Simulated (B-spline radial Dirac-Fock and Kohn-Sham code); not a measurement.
**Dipole and non-dipole photoemission parameters of Pr²⁺ 4d3/2**

System: praseodymium as Pr²⁺, configuration [Xe] 4f3; threshold 135.5 eV (orbital energy of the model). Model: Dirac-Hartree-Slater photoionisation with a Latter tail; cross sections with all multipoles, angular parameters from the dipole term and its interference with E2. Program: a radial atomic solver.

The run's input, task.json:

```json
{"items": [{
  "Z": 59,
  "q": 2,
  "cfg": [[1, 0, 2], [2, 0, 2], [2, 1, 6], [3, 0, 2], [3, 1, 6], [3, 2, 10], [4, 0, 2], [4, 1, 6], [4, 2, 10], [4, 3, 3], [5, 0, 2], [5, 1, 6]],
  "A": 141,
  "rrms": 4.8919,
  "do": "xps",
  "hv": [51.7, 60, 71.9, 80.4, 83.1, 114.0, 150, 234.0, 268.0, 319.0, 321.0, 324.0, 356.0, 400, 600, 672.0, 844.0, 905.0, 961.0, 993.0, 2000, 2984.4, 3260.0, 3970.0, 7040.0, 7950.0, 9251.7, 11700.0, 15000]
}]}
```

Run with: `python xray2_run.py task.json out`

| hν (eV) | σ (kb) | β | γ | δ |
| --- | --- | --- | --- | --- |
| 150 | 574 | 0.955 | 0.013 | -0.010 |
| 234 | 231 | -0.830 | -0.170 | 0.141 |
| 268 | 294 | -0.386 | 0.025 | 0.094 |
| 319 | 339 | 0.099 | 0.124 | 0.047 |
| 321 | 340 | 0.114 | 0.126 | 0.046 |
| 324 | 341 | 0.136 | 0.127 | 0.044 |
| 356 | 345 | 0.336 | 0.132 | 0.028 |
| 400 | 336 | 0.543 | 0.114 | 0.014 |
| 600 | 231 | 1.007 | 0.002 | 0.000 |
| 672 | 197 | 1.091 | -0.020 | 0.002 |
| 844 | 136 | 1.217 | -0.037 | 0.008 |
| 905 | 120 | 1.247 | -0.034 | 0.010 |
| 961 | 107 | 1.269 | -0.028 | 0.012 |
| 993 | ? | ? | ? | ? |
| 2000 | 20.2 | 1.355 | 0.265 | 0.043 |
| 2984.4 | 6.84 | 1.296 | 0.555 | 0.067 |
| 3260 | 5.31 | 1.276 | 0.627 | 0.074 |
| 3970 | 2.97 | 1.223 | 0.795 | 0.092 |
| 7040 | 0.477 | 1.027 | 1.304 | 0.173 |
| 7950 | 0.316 | 0.979 | 1.410 | 0.198 |
| 9251.7 | 0.187 | 0.919 | 1.539 | 0.232 |
| 11700 | 0.0812 | 0.824 | 1.726 | 0.296 |
| 15000 | 0.0326 | 0.722 | 1.901 | 0.378 |

Task: Give the values at 993 eV.

Result: σ = 100 kb, β = 1.280, γ = -0.023, δ = 0.013.

Values without a named source are computed, but for edge energies of neutral atoms, which are taken from tables.
